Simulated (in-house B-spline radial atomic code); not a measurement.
How numerical settings move a run on neutral tellurium, [Kr] 4d10 5s2 5p4. Computed with a B-spline radial code for spherical atoms: non-relativistic M06-2X, spin-polarised, spherical fractional occupations, point nucleus.

Command:
```bash
python run_scf.py task.json out
```
Settings of the sound reference run:
```
Z                52
electrons        52
configuration    [Kr] 4d10 5s2 5p4
hamiltonian      nr
method           m062x
spin_polarised   True
knot_spacing     0.22
spline_order     8
gauss_points     12
box_radius       50
max_iterations   70
damping          0.5
damped_steps     3
diis_vectors     10
tolerance        1e-08
start            Thomas-Fermi
```

Time taken, with all properties: 0.3 s on 1 thread of Intel(R) Xeon(R) 6975P-C, with other jobs on the host.

It converges in 12 iterations to -6614.734700 hartree, with 5p down at -4.39391 eV. The other runs change the listed settings, some to values that make no sense; their results aren't properties of the atom or ion. Radii are in bohr (the nuclear one in fm), a minus after a letter asks for a j subshell, and «unchanged» means within 1e-8 hartree. The run stops when the residual is below 10 × tolerance × max(1, Z/10), or a noise floor if that is larger, and the energy moves by less than 1e-8 × √|E| hartree; so very loose and very tight tolerances often act alike.

```tsv
changed settings	outcome
damped_steps = 1	converged in 11 iterations, energy unchanged, 5p down level +1.2e-06 eV
box_radius = 15	converged in 11 iterations, energy -3.10e-05 hartree from the reference, 5p down level +1.1e-03 eV (the program warns: 5p down reaches the box edge)
box_radius = 5	converged in 11 iterations, energy +1.41e-01 hartree from the reference, 5p down level +2.6e+00 eV (the program warns: 5p down reaches the box edge; 4d up reaches the box edge)
box_radius = 2	converged in 8 iterations, energy +1.84e+01 hartree from the reference, 5p down level +1.1e+02 eV (the program warns: 5p down has a positive eigenvalue: unbound, held by the box; 4d up has a positive eigenvalue: unbound, held by the box)
spline_order = 4, first_knot = 0.0192, max_iterations = 60, diis_vectors = 20	converged in 11 iterations, energy +1.02e+00 hartree from the reference, 5p down level +3.9e-03 eV
first_knot = 0.0577	converged in 11 iterations, energy +7.33e-03 hartree from the reference, 5p down level -1.8e-03 eV
first_knot = 0.00577	converged in 11 iterations, energy +3.05e-04 hartree from the reference, 5p down level -2.2e-03 eV
box_radius = 10	converged in 11 iterations, energy +1.59e-04 hartree from the reference, 5p down level +1.5e-02 eV (the program warns: 5p down reaches the box edge; 5s up reaches the box edge)
box_radius = 200	converged in 11 iterations, energy unchanged, 5p down level -1.4e-06 eV
first_knot = 0.0192	converged in 11 iterations, energy +1.50e-03 hartree from the reference, 5p down level -1.8e-03 eV
first_knot = 1.92e-05	converged in 8 iterations, energy +6.09e-04 hartree from the reference, 5p down level -3.1e-03 eV
box_radius = 25	converged in 13 iterations, energy -3.96e-06 hartree from the reference, 5p down level +1.3e-04 eV
first_knot = 0.000192	converged in 10 iterations, energy +1.22e-03 hartree from the reference, 5p down level -4.1e-04 eV
knot_spacing = 1.4, box_radius = 15, max_iterations = 60, damping = 0.8, damped_steps = 8	converged in 16 iterations, energy +3.71e+02 hartree from the reference, 5p down level -6.7e-01 eV (the program warns: 5p down reaches the box edge; 1s up reaches the box edge)
```

(1) What happens with box_radius = 3?

(2) What happens with box_radius = 7.5?

(3) What happens with first_knot = 1.92e-06?

(4) What happens with damped_steps = 30?

## Answers

(1) Converged in 9 iterations, energy +2.75e+00 hartree from the reference, 5p down level +2.4e+01 eV (the program warns: 5p down has a positive eigenvalue: unbound, held by the box; 5s up has a positive eigenvalue: unbound, held by the box).

(2) Converged in 11 iterations, energy +4.96e-03 hartree from the reference, 5p down level +2.0e-01 eV (the program warns: 5p down reaches the box edge; 5s up reaches the box edge).

(3) Converged in 8 iterations, energy +8.77e-04 hartree from the reference, 5p down level +6.5e-04 eV.

(4) Converged in 32 iterations, energy unchanged, 5p down level +1.7e-06 eV.
